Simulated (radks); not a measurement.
Results of a calculation; reference values are marked as such.
Spherical jellium clusters: N electrons in a uniform positive sphere of charge N and radius rs N^(1/3), rs = 5.86 bohr. Level of theory: non-relativistic Kohn-Sham, PBEsol, spin-polarised, spherical densities (a radial shooting solver with Libxc functionals). Levels are named by radial order and angular momentum (1s, 1p, 1d, 2s, ...), and open shells are averaged over m.

N = 4, configuration 1s2 1p(up 2, down 0). This is the lowest configuration that the search found. Occupied levels:

| level | occupation | eigenvalue (eV) | <r> (bohr) |
|---|---|---|---|
| 1s up | 1 | -2.9370 | 6.578 |
| 1s down | 1 | -2.5815 | 6.058 |
| 1p up | 2 | -2.1225 | 7.833 |

Energy (eV): total -6.18269, kinetic 3.9855, external -55.497, Hartree 27.601, exchange-correlation -10.355, background 28.083.

Electron density:

| r (bohr) | n(r) (e/bohr^3) |
|---|---|
| 0.678 | 0.001534 |
| 1.81 | 0.001572 |
| 2.94 | 0.001616 |
| 4.08 | 0.001612 |
| 5.21 | 0.001496 |
| 6.34 | 0.001243 |
| 7.47 | 0.0008950 |
| 8.61 | 0.0005453 |
| 9.74 | 0.0002769 |
| 10.9 | 0.0001210 |
| 12.0 | 0.00004910 |
| 13.1 | 0.00001933 |
| 14.3 | 7.417e-06 |
